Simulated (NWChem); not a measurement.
## Atomisation of ammonia borane (H$_{6}$BN)

```
N
H 1 1.0206
H 1 1.0206 2 107.65
H 1 1.0206 2 107.65 3 -115.78
B 1 1.6357 2 111.24 3 122.11
H 5 1.2243 1 105.43 2 180.00
H 5 1.2243 6 113.20 1 114.74
H 5 1.2243 6 113.20 7 130.53
```
Charge 0, spin multiplicity 1.

Program: NWChem. All single points use one geometry, from PBE0/def2-SVP, a minimum by its harmonic frequencies.

Basis set: def2-TZVP. The atomisation energy is electronic alone: no zero-point, thermal, spin-orbit or counterpoise terms. No value is extrapolated to the basis-set limit. Free atoms are single determinants with multiplicities B 2, N 4, H 2.

B3LYP has NWChem's definition, with VWN1-RPA local correlation. The stability of the SCF solutions was not checked. Open-shell Hartree-Fock references start from PBE0 orbitals.

**Question.** Order these methods by the atomisation energy they give, lowest first: HF, LDA (SVWN5), PBE0, PBE, B3LYP, BHandHLYP.

**Answer.** HF (450.2 kcal/mol), BHandHLYP (599.8 kcal/mol), PBE0 (606.7 kcal/mol), B3LYP (612.4 kcal/mol), PBE (613.4 kcal/mol), LDA (SVWN5) (686.0 kcal/mol)
